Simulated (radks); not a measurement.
Values are calculated unless marked as measured or tabulated.
Species: Gd+. Configuration: [Xe] 4f7 5d1 6s1. Code: a radial shooting solver on a logarithmic mesh with Libxc functionals. Model: Dirac Kohn-Sham, BLYP, spin-unpolarised, spherical densities, finite nucleus; open shells are shared between the two j in proportion to 2j + 1; Fermi nuclear charge, rms radius 5.1569 fm.

Spin-orbit splittings of the eigenvalues, e(l+1/2) - e(l-1/2), with zeta = 2 splitting/(2l+1) and mean radii in bohr:

shell  occ.  splitting (eV)  zeta (eV)  <r> j=l-1/2  <r> j=l+1/2
2p        6           696.1      464.1      0.07745      0.08429
3p        6           142.8      95.18       0.2336       0.2467
3d       10           31.11      12.44       0.2187       0.2228
4p        6           31.82      21.21       0.5647       0.5942
4d       10           5.752      2.301       0.6300       0.6405
4f        7          0.7563     0.2161       0.8585       0.8712
5p        6           4.370      2.913        1.495        1.591
5d        1          0.3076     0.1230        2.539        2.605
6p        0               ?          ?        4.519        4.761

Estimate the 6p splitting.

Answer. 0.4019 eV (zeta = 0.2679 eV).
